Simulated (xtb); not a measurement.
H4AsSi (SMILES [SiH3][AsH]), doublet, at a GFN2-xTB geometry; GFN1-xTB (xtb).

The xtb input:
```
$ xtb mol.xyz --gfn 1 --uhf 1 --hess --json

# file mol.xyz
6

Si    -1.40329534    -0.53462063     0.03897477
As     0.72861432     0.32423351    -0.02335434
H     -1.67313328    -1.31833068     1.25215617
H     -2.36838393     0.56910308     0.00592110
H     -1.70511391    -1.41474898    -1.09857261
H      1.34849332    -1.05104054     0.06554169
```

Output, abridged:

```
   ID    Z sym.   atoms
    1   14 Si     1
    2   33 As     2
    3    1 H      3-6

           -------------------------------------------------
          |                Calculation Setup                |
           -------------------------------------------------

           -------------------------------------------------
          |                 G F N 1 - x T B                 |
           -------------------------------------------------

          ...................................................
          :                      SETUP                      :
          :.................................................:
          :  # basis functions                  28          :
          :  # atomic orbitals                  26          :
          :  # shells                           14          :
          :  # electrons                        13          :
          :  # halogen bonds                     0          :
          :  max. iterations                   250          :
          :  Hamiltonian                  GFN1-xTB          :
          :  restarted?                      false          :
          :  GBSA solvation                  false          :
          :  PC potential                    false          :
          :  electronic temp.          300.0000000     K    :
          :  accuracy                    1.0000000          :
          :  -> integral cutoff          0.2500000E+02      :
          :  -> integral neglect         0.1000000E-07      :
          :  -> SCF convergence          0.1000000E-05 Eh   :
          :  -> wf. convergence          0.2000000E-04 e    :
          :  Broyden damping             0.4000000          :
          :  net charge                          0          :
          :  unpaired electrons                  1          :
          ...................................................

 iter      E             dE          RMSdq      gap      omega  full diag
   1     -6.1177044 -0.611770E+01  0.534E+00    3.00       0.0  T
   2     -5.7065112  0.411193E+00  0.727E+00    4.68       1.0  T
   3     -6.3444383 -0.637927E+00  0.217E+00    3.97       1.0  T
   4     -6.3663941 -0.219559E-01  0.469E-01    4.45       1.0  T
   5     -6.3690007 -0.260663E-02  0.934E-02    4.36       1.0  T
   6     -6.3690973 -0.965743E-04  0.275E-02    4.35       1.5  T
   7     -6.3690985 -0.113076E-05  0.107E-02    4.34       3.8  T
   8     -6.3690994 -0.951313E-06  0.506E-03    4.34       8.1  T
   9     -6.3690997 -0.249434E-06  0.746E-04    4.35      54.7  T
  10     -6.3690997 -0.460278E-08  0.258E-04    4.35     158.0  T
  11     -6.3690997 -0.547324E-09  0.975E-05    4.35     418.8  T
  12     -6.3690997 -0.108937E-09  0.154E-05    4.35    2644.8  T

   *** convergence criteria satisfied after 12 iterations ***

         :::::::::::::::::::::::::::::::::::::::::::::::::::::
         ::                     SUMMARY                     ::
         :::::::::::::::::::::::::::::::::::::::::::::::::::::
         :: total energy              -6.332635666118 Eh    ::
         :: gradient norm              0.013495177870 Eh/a0 ::
         :: HOMO-LUMO gap              4.345575264868 eV    ::
         ::.................................................::
         :: SCC energy                -6.369099656178 Eh    ::
         :: -> electrostatic           0.004563440403 Eh    ::
         :: repulsion energy           0.038045760677 Eh    ::
         :: dispersion energy         -0.001581770617 Eh    ::
         :: halogen bond corr.         0.000000000000 Eh    ::
         :: add. restraining           0.000000000000 Eh    ::
         :: total charge              -0.000000000000 e     ::
         :::::::::::::::::::::::::::::::::::::::::::::::::::::

           -------------------------------------------------
          |                Numerical Hessian                |
           -------------------------------------------------
step length          :   0.00500
SCC accuracy         :   0.30000
Hessian scale factor :   1.00000
frozen atoms in %    :   0.00000    0
RMS gradient         :   0.01350 !! INCOMPLETELY OPTIMIZED GEOMETRY !!
estimated CPU  time      0.00 min

writing file <hessian>.

 projected vibrational frequencies (cm⁻¹)
eigval :       -0.00    -0.00     0.00     0.00     0.00     0.00
eigval :      209.51   402.16   422.68   450.53   653.20   830.12
eigval :      861.89   878.13  1958.56  2088.39  2091.26  2113.63
           -------------------------------------------------
          |                Property Printout                |
           -------------------------------------------------

    * Orbital Energies and Occupations

         #    Occupation            Energy/Eh            Energy/eV
      -------------------------------------------------------------
         1        2.0000           -0.7138494             -19.4248
         2        2.0000           -0.6149756             -16.7343
         3        2.0000           -0.4801029             -13.0643
         4        2.0000           -0.4683327             -12.7440
         5        2.0000           -0.4630858             -12.6012
Molecule has the following symmetry elements: (sigma)
It seems to be the Cs point group
         6        2.0000           -0.4051601             -11.0250
         7        1.0000           -0.3656857              -9.9508 (HOMO)
         8                         -0.2059889              -5.6052 (LUMO)
         9                         -0.1875101              -5.1024
        10                         -0.1862718              -5.0687
        11                         -0.1806020              -4.9144
        12                         -0.1107763              -3.0144
        13                         -0.0993421              -2.7032
        14                         -0.0739050              -2.0111
        15                         -0.0642759              -1.7490
        16                         -0.0620871              -1.6895
[...]
     2As    0.06432  0.02942   1.836  3.067  0.033
     3H    -0.07229  0.01136   1.072  0.000  0.000
     4H    -0.07574  0.00867   1.076  0.000  0.000
     5H    -0.07224  0.01135   1.072  0.000  0.000
     6H     0.00140  0.06468   0.999  0.000  0.000

Wiberg/Mayer (AO) data.
largest (>0.10) Wiberg bond orders for each atom

 ---------------------------------------------------------------------------
     #   Z sym  total        # sym  WBO       # sym  WBO       # sym  WBO
 ---------------------------------------------------------------------------
     1  14 Si   4.193 --     2 As   1.341     4 H    0.932     3 H    0.925
                             5 H    0.925
     2  33 As   2.376 --     1 Si   1.341     6 H    0.931
     3   1 H    0.990 --     1 Si   0.925
     4   1 H    0.989 --     1 Si   0.932
     5   1 H    0.990 --     1 Si   0.925
     6   1 H    1.004 --     2 As   0.931
 ---------------------------------------------------------------------------

Topologies differ in total number of bonds
Writing topology from bond orders to xtbtopo.mol

 dipole moment from electron density (au)
     X       Y       Z
   0.3610  -0.0044  -0.0025  total (Debye):    0.918

           -------------------------------------------------
          |               Frequency Printout                |
           -------------------------------------------------
 projected vibrational frequencies (cm⁻¹)
eigval :       -0.00    -0.00     0.00     0.00     0.00     0.00
eigval :      209.51   402.16   422.68   450.53   653.20   830.12
eigval :      861.89   878.13  1958.56  2088.39  2091.26  2113.63
 reduced masses (amu)
   1: 60.76   2: 52.58   3: 69.99   4: 44.03   5: 24.92   6:  2.57   7:  1.84   8: 36.83
   9:  5.47  10:  3.90  11:  4.57  12:  2.86  13:  1.77  14:  1.60  15:  1.95  16:  2.01
  17:  1.56  18:  1.89
 IR intensities (km·mol⁻¹)
   1:  0.02   2:  0.05   3:  0.06   4:  0.17   5:  0.21   6:  0.66   7:  0.53   8: 10.16
   9: 39.30  10: 70.04  11: 85.50  12:895.91  13:234.78  14:202.40  15:546.18  16:371.31
  17:201.73  18:314.84
 Raman intensities (Ä⁴*amu⁻¹)
   1:  0.00   2:  0.00   3:  0.00   4:  0.00   5:  0.00   6:  0.00   7:  0.00   8:  0.00
   9:  0.00  10:  0.00  11:  0.00  12:  0.00  13:  0.00  14:  0.00  15:  0.00  16:  0.00
  17:  0.00  18:  0.00
 output can be read by thermo (or use thermo option).
 writing <g98.out> molden fake output.
 recommended (thermochemical) frequency scaling factor: 1.0
           -------------------------------------------------
          |             Thermodynamic Functions             |
           -------------------------------------------------

cs  symmetry found (for desy threshold:  0.10E+00) used in thermo

          ...................................................
          :                      SETUP                      :
          :.................................................:
          :  # frequencies                          12      :
          :  # imaginary freq.                       0      :
          :  linear?                             false      :
          :  only rotor calc.                    false      :
          :  symmetry                               cs      :
          :  rotational number                       1      :
          :  scaling factor                  1.0000000      :
          :  rotor cutoff                   50.0000000 cm⁻¹ :
          :  imag. cutoff                  -20.0000000 cm⁻¹ :
          :.................................................:

    mode    ω/cm⁻¹     T·S(HO)/kcal·mol⁻¹    T·S(FR)/kcal·mol⁻¹   T·S(vib)
   ------------------------------------------------------------------------
       1    209.51    -0.61060 ( 99.68%)    -0.63184 (  0.32%)    -0.61067
   ------------------------------------------------------------------------

   temp. (K)  partition function   enthalpy   heat capacity  entropy
                                   cal/mol     cal/K/mol   cal/K/mol   J/K/mol
 298.15  VIB   2.61                 1085.896      8.717      5.550
         ROT  0.272E+05              888.752      2.981     23.275
         INT  0.711E+05             1974.648     11.698     28.825
         TR   0.107E+28             1481.254      4.968     39.903
         TOT                        3455.9019    16.6657    68.7279   287.5576

       T/K    H(0)-H(T)+PV         H(T)/Eh          T*S/Eh         G(T)/Eh
   ------------------------------------------------------------------------
    298.15    0.550733E-02    0.350325E-01    0.326549E-01    0.237766E-02
   ------------------------------------------------------------------------

         :::::::::::::::::::::::::::::::::::::::::::::::::::::
         ::                  THERMODYNAMIC                  ::
         :::::::::::::::::::::::::::::::::::::::::::::::::::::
         :: total free energy          -6.330258002202 Eh   ::
         ::.................................................::
         :: total energy               -6.332635666120 Eh   ::
         :: zero point energy           0.029525183707 Eh   ::
         :: G(RRHO) w/o ZPVE           -0.027147519789 Eh   ::
         :: G(RRHO) contrib.            0.002377663919 Eh   ::
         :::::::::::::::::::::::::::::::::::::::::::::::::::::

           -------------------------------------------------
          | TOTAL ENERGY               -6.332635666120 Eh   |
          | TOTAL ENTHALPY             -6.297603152180 Eh   |
          | TOTAL FREE ENERGY          -6.330258002202 Eh   |
          | GRADIENT NORM               0.013495282675 Eh/α |
          | HOMO-LUMO GAP               4.345572262063 eV   |
           -------------------------------------------------
########################################################################
[WARNING] Runtime exception occurred
-1- hessian_numhess: Hessian on incompletely optimized geometry!
########################################################################

normal termination of xtb
```
